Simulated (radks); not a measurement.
Spherical quantum dot in the effective-mass picture: electrons in a well V = -V0 / (1 + exp((r - R)/a)) with V0 = 16.4, R = 4.32, a = 0.42, all in effective atomic units (hartree* = m*/eps^2 hartree, bohr* = eps/m* bohr), one dielectric constant everywhere. Method: non-relativistic Kohn-Sham, LDA (Slater exchange, Perdew-Wang correlation), spin-polarised, spherical densities; computed with a radial shooting solver with Libxc functionals. Levels are named by radial order and angular momentum (1s, 1p, 1d, 2s, ...), and open shells are averaged over m.

N = 27, configuration 1s2 1p6 1d10 1f(up 7, down 2). This is the lowest configuration that the search found. Occupied and some empty levels:

level,occupation,eigenvalue (hartree*),<r> (bohr*)
1s up,1,-6.9631,2.555
1s down,1,-6.9203,2.537
1p up,3,-6.7759,2.701
1p down,3,-6.7295,2.693
1d up,5,-6.4683,2.825
1d down,5,-6.4197,2.822
1f up,7,-6.0606,2.932
1f down,2,-6.0108,2.931
2s up,0,-5.8957,1.925
2s down,0,-5.8761,1.927
1g up,0,-5.5652,3.027
1g down,0,-5.5150,3.028
2p up,0,-5.3849,2.263
2p down,0,-5.3593,2.261
2d up,0,-4.8004,2.495
2d down,0,-4.7703,2.492

Energy (hartree*): total -288.657, kinetic 24.064, external -420.01, Hartree 118.98, exchange-correlation -11.685.
